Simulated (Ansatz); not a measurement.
A short molecular-dynamics run on `C[Si]1(Br)CN1`.

```yaml
crystal:
  periodic: [false, false, false]
  atoms:
    - {symbol: C, position_ang: [-1.091657, -0.989265, 0.831525]}
    - {symbol: Si, position_ang: [0.489599, -0.208053, 0.268211]}
    - {symbol: Br, position_ang: [2.178850, -1.012950, 1.447428]}
    - {symbol: C, position_ang: [0.563070, 1.413921, -0.557559]}
    - {symbol: N, position_ang: [0.826063, 0.162459, -1.351456]}
    - {symbol: H, position_ang: [-1.244301, -0.824627, 1.899819]}
    - {symbol: H, position_ang: [-1.068965, -2.066816, 0.655011]}
    - {symbol: H, position_ang: [-1.930999, -0.557906, 0.281752]}
    - {symbol: H, position_ang: [-0.376814, 1.932032, -0.753179]}
    - {symbol: H, position_ang: [1.412195, 2.090738, -0.500465]}
    - {symbol: H, position_ang: [0.308459, 0.003569, -2.200587]}
basis:
  gaussian: {orbitals: def2-SVP}
hamiltonian: {xc: {name: PBE}, dispersion: d3bjatm}
md: {timestep: 1 fs, n_steps: 50, ensemble: nvt_langevin, temperature: 1000, initial_velocities: maxwell_boltzmann, friction: 0.01, seed: 819}
```

```sh
$ ansatz run in.yaml --threads 4 --pin off --events-out ev --progress --plain --max-ram 10444MiB
```

```tsv
step	time (fs)	potential energy (eV)	kinetic (eV)	T (K)	conserved (eV)
0	0.0	-81553.6754	1.2926	909	–
1	1.0	-81553.5737	1.1568	814	–
2	2.0	-81553.3973	1.0031	706	–
3	3.0	-81553.2488	0.8284	583	–
4	4.0	-81553.0896	0.5958	419	–
5	5.0	-81553.0007	0.5697	401	–
6	6.0	-81553.0307	0.5141	362	–
7	7.0	-81553.1049	0.6811	479	–
8	8.0	-81553.0823	0.6468	455	–
9	9.0	-81553.0015	0.5134	361	–
10	10.0	-81553.0351	0.6055	426	–
11	11.0	-81553.1641	0.7577	533	–
12	12.0	-81553.2503	0.9594	675	–
13	13.0	-81553.1811	0.9079	639	–
14	14.0	-81553.0326	0.6981	491	–
15	15.0	-81552.9528	0.6818	479	–
16	16.0	-81553.0098	0.8045	566	–
17	17.0	-81553.1764	1.0287	723	–
18	18.0	-81553.3029	1.1182	786	–
19	19.0	-81553.2737	0.9834	692	–
20	20.0	-81553.2041	0.8905	626	–
21	21.0	-81553.2455	0.9336	657	–
22	22.0	-81553.2982	1.0374	730	–
23	23.0	-81553.2697	1.0558	743	–
24	24.0	-81553.2182	1.0859	764	–
25	25.0	-81553.1398	1.0306	725	–
26	26.0	-81553.0509	1.0819	761	–
27	27.0	-81552.9645	1.0042	706	–
28	28.0	-81552.8894	0.8749	615	–
29	29.0	-81552.8299	0.8619	606	–
30	30.0	-81552.7871	0.8491	597	–
31	31.0	-81552.7762	0.8051	566	–
32	32.0	-81552.7677	0.8986	632	–
33	33.0	-81552.6891	0.9343	657	–
34	34.0	-81552.6598	0.8707	612	–
35	35.0	-81552.7505	0.8749	615	–
36	36.0	-81552.8124	0.9285	653	–
37	37.0	-81552.7694	0.9105	640	–
38	38.0	-81552.6910	0.8748	615	–
39	39.0	-81552.7064	1.0181	716	–
40	40.0	-81552.8189	1.0685	751	–
41	41.0	-81552.8751	1.1860	834	–
42	42.0	-81552.8567	1.0959	771	–
43	43.0	-81552.9087	1.0258	721	–
44	44.0	-81552.9840	1.1367	799	–
45	45.0	-81553.0001	1.1693	822	–
46	46.0	-81553.0214	1.1210	788	–
47	47.0	-81553.0017	1.1690	822	–
48	48.0	-81552.8861	1.0418	733	–
49	49.0	-81552.8177	0.9332	656	–
50	50.0	-81552.8424	0.8938	629	–
```

Velocities are drawn at the set temperature; a run this short doesn't reach equilibrium.

Frames (Å, forces in eV/Å):

```xyz
11
time=0.0 fs
C    -1.092   -0.989    0.832    0.139    0.121   -0.072
Si    0.490   -0.208    0.268   -0.089   -0.428    0.736
Br    2.179   -1.013    1.447    0.341   -0.169    0.250
C     0.563    1.414   -0.558    0.056   -0.154   -0.257
N     0.826    0.162   -1.351    0.416    0.231   -0.227
H    -1.244   -0.825    1.900   -0.086    0.071    0.544
H    -1.069   -2.067    0.655    0.009   -0.542   -0.082
H    -1.931   -0.558    0.282   -0.428    0.205   -0.270
H    -0.377    1.932   -0.753   -0.551    0.352   -0.079
H     1.412    2.091   -0.500    0.499    0.454    0.094
H     0.308    0.004   -2.201   -0.305   -0.143   -0.637
11
time=3.0 fs
C    -1.082   -0.995    0.825   -3.236    0.033   -0.362
Si    0.484   -0.210    0.267   -0.005   -0.205    2.027
Br    2.187   -1.014    1.440    0.190   -0.182    0.181
C     0.571    1.422   -0.556   -0.473    2.314    0.154
N     0.794    0.178   -1.311    0.839    0.455   -1.881
H    -1.263   -0.893    1.917    0.247    0.165    0.019
H    -1.118   -2.104    0.666    0.201    0.339   -0.181
H    -2.119   -0.560    0.334    2.466   -0.775    0.784
H    -0.405    1.956   -0.723   -0.071   -0.489    0.051
H     1.297    2.318   -0.545    0.047   -1.471    0.008
H     0.262    0.021   -2.149   -0.204   -0.184   -0.801
11
time=6.0 fs
C    -1.094   -0.997    0.814   -2.233   -0.415    1.192
Si    0.478   -0.211    0.275   -0.099   -0.095    2.666
Br    2.196   -1.012    1.437    0.102   -0.194    0.140
C     0.574    1.437   -0.551   -0.907    2.857    0.505
N     0.765    0.197   -1.280   -0.339    0.043   -5.518
H    -1.247   -0.932    1.932    0.417    0.137   -0.446
H    -1.160   -2.097    0.655    0.367    0.057   -0.272
H    -2.103   -0.603    0.436    1.238    0.000   -0.121
H    -0.424    1.925   -0.716   -0.210   -0.415    0.182
H     1.214    2.425   -0.578    0.234   -2.063    0.034
H     0.174    0.054   -2.180    1.431    0.089    1.636
11
time=9.0 fs
C    -1.127   -1.009    0.811    3.025   -1.424    1.327
Si    0.478   -0.209    0.294   -0.353    0.316    1.649
Br    2.203   -1.010    1.434    0.116   -0.225    0.166
C     0.577    1.472   -0.543   -2.262   -0.434    0.643
N     0.734    0.214   -1.278    1.829    0.323   -1.770
H    -1.207   -0.920    1.885    0.185   -0.045    1.187
H    -1.162   -2.087    0.619    0.290   -0.469   -0.213
H    -2.017   -0.636    0.508   -3.274    1.906   -1.876
H    -0.451    1.841   -0.705   -0.501    0.347    0.275
H     1.171    2.376   -0.596    1.510    0.093   -0.036
H     0.187    0.102   -2.097   -0.564   -0.387   -1.351
11
time=12.0 fs
C    -1.140   -1.033    0.823   -0.853    1.293   -0.322
Si    0.476   -0.199    0.311   -0.376    0.680    0.214
Br    2.209   -1.010    1.430    0.129   -0.230    0.184
C     0.567    1.512   -0.529   -2.929   -2.146    0.239
N     0.714    0.230   -1.293    1.524    0.366   -0.716
H    -1.144   -0.893    1.904   -0.172   -0.402    0.813
H    -1.132   -2.093    0.556    0.037   -0.458    0.034
H    -2.137   -0.562    0.470    1.433   -0.383    0.044
H    -0.519    1.776   -0.656    0.436    0.901    0.331
H     1.233    2.348   -0.608    1.126    0.587   -0.032
H     0.169    0.105   -2.126   -0.353   -0.210   -0.789
11
time=15.0 fs
C    -1.152   -1.054    0.844   -1.097    1.906    0.045
Si    0.474   -0.186    0.330   -0.488    0.750   -0.824
Br    2.216   -1.012    1.427    0.143   -0.199    0.161
C     0.537    1.536   -0.517   -0.694   -1.080   -0.317
N     0.698    0.249   -1.314   -0.443   -0.033   -1.982
H    -1.106   -0.901    1.979   -0.476   -0.837   -0.968
H    -1.080   -2.112    0.463   -0.309    0.497    0.591
H    -2.162   -0.471    0.429    2.474   -1.426    0.826
H    -0.565    1.790   -0.603    0.946    1.101    0.206
H     1.375    2.334   -0.612   -1.289   -0.983    0.273
H     0.117    0.097   -2.227    1.235    0.303    1.990
11
time=18.0 fs
C    -1.167   -1.068    0.867    1.741    0.933    0.324
Si    0.468   -0.173    0.344   -0.377    0.731   -1.422
Br    2.222   -1.017    1.422    0.131   -0.119    0.096
C     0.502    1.549   -0.508    1.111   -1.786   -0.402
N     0.677    0.268   -1.343    0.428    0.124    1.452
H    -1.114   -0.986    2.001   -0.491   -0.740   -0.929
H    -1.043   -2.069    0.370   -0.468    0.281    0.744
H    -1.986   -0.459    0.445   -0.207   -0.211    0.025
H    -0.533    1.891   -0.537   -0.261    1.114   -0.086
H     1.413    2.246   -0.596   -1.355   -0.462    0.348
H     0.146    0.075   -2.190   -0.252    0.135   -0.149
11
time=21.0 fs
C    -1.161   -1.075    0.898    3.563    0.069   -0.933
Si    0.463   -0.157    0.349   -0.295    0.571   -1.243
Br    2.225   -1.025    1.413    0.127   -0.035    0.013
C     0.477    1.555   -0.511   -1.129   -2.525    0.048
N     0.660    0.291   -1.360    0.328    0.060    2.269
H    -1.167   -1.123    1.960   -0.311   -0.445    1.413
H    -1.053   -1.998    0.328   -0.306   -0.756    0.202
H    -1.871   -0.460    0.471   -2.484    1.533   -0.958
H    -0.505    2.068   -0.463    0.088    0.203   -0.326
H     1.359    2.145   -0.546    1.052    1.205    0.161
H     0.127    0.047   -2.178   -0.632    0.119   -0.645
11
time=24.0 fs
C    -1.127   -1.074    0.927   -0.343    2.224   -2.592
Si    0.455   -0.147    0.350   -0.262    0.393   -0.552
Br    2.224   -1.034    1.409    0.089    0.056   -0.107
C     0.447    1.546   -0.520   -0.928    0.211    0.885
N     0.640    0.321   -1.359   -1.416   -1.032   -0.463
H    -1.256   -1.296    1.978   -0.122    0.066    0.697
H    -1.091   -1.979    0.309   -0.202   -0.562    0.013
H    -1.946   -0.376    0.428    0.965   -1.302    1.221
H    -0.486    2.255   -0.413    1.024   -1.338   -0.644
H     1.368    2.133   -0.476    0.299    0.448    0.026
H     0.045    0.032   -2.213    0.896    0.836    1.516
11
time=27.0 fs
C    -1.082   -1.049    0.944   -2.174   -1.335   -1.086
Si    0.440   -0.137    0.345    0.349    0.330    0.120
Br    2.224   -1.040    1.406   -0.064    0.202   -0.274
C     0.413    1.541   -0.520    1.699    1.538    1.659
N     0.611    0.344   -1.351   -0.582   -0.846    0.284
H    -1.354   -1.487    2.013    0.782    1.472   -1.657
H    -1.133   -2.024    0.294    0.163    1.233    0.736
H    -1.932   -0.386    0.454    0.946   -1.106    1.204
H    -0.379    2.352   -0.432   -0.212   -1.179   -0.672
H     1.394    2.133   -0.403   -0.837   -0.557   -0.220
H    -0.010    0.076   -2.123   -0.069    0.248   -0.094
11
time=30.0 fs
C    -1.054   -1.023    0.952   -0.200   -3.824    0.090
Si    0.426   -0.130    0.341    0.792    0.331    0.662
Br    2.224   -1.046    1.404   -0.218    0.321   -0.406
C     0.384    1.541   -0.507    2.654    0.557    1.822
N     0.581    0.358   -1.335    0.326   -0.671    0.468
H    -1.394   -1.552    1.915    1.081    1.401   -0.382
H    -1.163   -1.975    0.308    0.527    0.770    0.203
H    -1.865   -0.496    0.565   -2.234    1.613   -0.618
H    -0.298    2.376   -0.517   -1.681    0.046   -0.510
H     1.359    2.088   -0.363   -0.122   -0.239   -0.133
H    -0.079    0.148   -2.048   -0.925   -0.305   -1.196
11
time=33.0 fs
C    -1.026   -1.021    0.959   -1.430    0.624   -2.276
Si    0.413   -0.129    0.339    0.854    0.488    1.046
Br    2.223   -1.053    1.402   -0.319    0.382   -0.497
C     0.367    1.542   -0.481    0.231    0.894    1.170
N     0.548    0.366   -1.321   -1.688   -1.288   -2.391
H    -1.363   -1.514    1.804    0.260   -0.695    3.275
H    -1.136   -1.859    0.302    0.291   -1.408   -1.319
H    -1.953   -0.522    0.650   -0.293    0.912   -0.192
H    -0.355    2.377   -0.634   -0.569   -0.746    0.016
H     1.310    2.035   -0.328    1.197    0.746    0.008
H    -0.233    0.202   -2.048    1.465    0.091    1.159
11
time=36.0 fs
C    -1.005   -1.020    0.959   -5.095   -0.664   -1.196
Si    0.397   -0.131    0.339    1.409    1.025    0.808
Br    2.219   -1.060    1.401   -0.400    0.421   -0.557
C     0.357    1.549   -0.447   -0.103    1.356    0.193
N     0.502    0.365   -1.320   -0.534   -0.851   -1.089
H    -1.338   -1.490    1.905    1.098    0.127    0.296
H    -1.082   -1.817    0.172    0.025   -0.330    0.426
H    -2.060   -0.480    0.694    2.175   -0.404    0.287
H    -0.455    2.316   -0.723    0.605   -1.024    0.772
H     1.327    2.050   -0.306    0.177    0.511   -0.230
H    -0.288    0.251   -1.989    0.642   -0.167    0.288
11
time=39.0 fs
C    -1.009   -1.022    0.952   -4.375   -1.581    0.707
Si    0.383   -0.126    0.344    1.816    1.377    0.193
Br    2.214   -1.067    1.398   -0.451    0.455   -0.586
C     0.356    1.572   -0.405    0.575    0.098   -0.622
N     0.459    0.356   -1.328    2.359   -0.086    2.251
H    -1.259   -1.414    2.062    1.263    0.352   -2.355
H    -1.011   -1.779    0.067   -0.366   -0.061    1.690
H    -2.010   -0.462    0.743    1.365   -0.291   -0.007
H    -0.512    2.207   -0.726    0.327   -0.047    0.905
H     1.338    2.109   -0.329   -0.550    0.165   -0.257
H    -0.271    0.297   -1.963   -1.964   -0.381   -1.919
11
time=42.0 fs
C    -1.034   -1.034    0.938    1.433   -2.056    0.972
Si    0.379   -0.115    0.349    1.592    0.929   -0.125
Br    2.208   -1.076    1.391   -0.425    0.447   -0.564
C     0.368    1.594   -0.362    0.348   -1.273   -1.054
N     0.425    0.354   -1.327   -0.217    0.125   -0.014
H    -1.105   -1.307    2.030    0.482   -0.598   -0.931
H    -0.981   -1.764    0.090   -0.548   -0.791    1.017
H    -1.860   -0.463    0.776   -3.199    2.184   -0.891
H    -0.552    2.098   -0.648   -0.442    0.893    0.728
H     1.300    2.178   -0.384   -0.017    0.354   -0.079
H    -0.345    0.347   -2.054    0.994   -0.214    0.942
11
time=45.0 fs
C    -1.059   -1.059    0.926   -1.277    3.482   -0.924
Si    0.376   -0.104    0.356    1.278    0.400   -0.602
Br    2.203   -1.087    1.383   -0.412    0.419   -0.509
C     0.381    1.612   -0.339   -1.140   -1.254   -1.406
N     0.397    0.358   -1.324   -0.306    0.711   -0.142
H    -0.941   -1.256    1.942   -0.028   -1.082    2.266
H    -1.007   -1.828    0.213   -0.546   -2.051   -0.933
H    -1.921   -0.321    0.754    0.509   -1.116    0.096
H    -0.622    2.064   -0.526    0.413    0.532    0.754
H     1.243    2.279   -0.436    0.245    0.242    0.030
H    -0.355    0.386   -2.088    1.264   -0.284    1.370
11
time=48.0 fs
C    -1.091   -1.064    0.912   -0.829    1.493    0.149
Si    0.378   -0.089    0.364    0.925   -0.316   -0.984
Br    2.197   -1.095    1.375   -0.398    0.399   -0.452
C     0.382    1.623   -0.333   -1.157   -0.247   -1.372
N     0.370    0.365   -1.313    2.687    1.140    3.319
H    -0.794   -1.274    1.981   -1.038   -0.121   -0.447
H    -1.085   -2.013    0.277   -0.491    0.936    0.626
H    -1.983   -0.231    0.747    1.578   -2.471    0.535
H    -0.654    2.094   -0.363    0.826   -0.010    0.340
H     1.182    2.395   -0.509   -0.193   -0.638    0.327
H    -0.284    0.428   -2.024   -1.909   -0.165   -2.042
11
time=50.0 fs
C    -1.114   -1.063    0.898    0.809   -0.624    1.261
Si    0.379   -0.080    0.367    0.790   -0.763   -0.865
Br    2.192   -1.100    1.369   -0.374    0.380   -0.414
C     0.386    1.633   -0.335   -0.501   -0.456   -1.000
N     0.363    0.368   -1.298    1.468    1.651    1.826
H    -0.731   -1.279    2.010   -1.631    0.220   -1.674
H    -1.163   -2.106    0.313   -0.198    2.225    1.008
H    -1.948   -0.268    0.764    0.501   -1.629    0.428
H    -0.617    2.107   -0.240   -0.008    0.102   -0.007
H     1.141    2.441   -0.547    0.023   -0.782    0.391
H    -0.298    0.444   -2.037   -0.878   -0.323   -0.954
```

It took 75 s on 4 threads of an Arm Neoverse V1 on a shared host, with 0.18 GiB of host memory at the peak.
